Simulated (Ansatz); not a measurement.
```tsv
atom	x (Å)	y (Å)	z (Å)
Cr	0.0000	0.0000	-0.0718
H	0.0000	0.0000	1.7231
```

Basis set: 6-31G* (spherical functions). Left uncorrelated: 5 orbitals. Charge 0, multiplicity 6.

Computed with Ansatz (development build ahead of 0.2.0); each method stands on the lowest determinant of its kind that the runs found.

The atomization energy at this shape (free ground-state atoms in the same class of orbitals less the molecule, no zero-point energy) of sextet CrH:

```tsv
method	atomization energy
UHF-MP2	181.7 kJ/mol
```

Question: What does UHF give?

Answer: 188.5 kJ/mol.
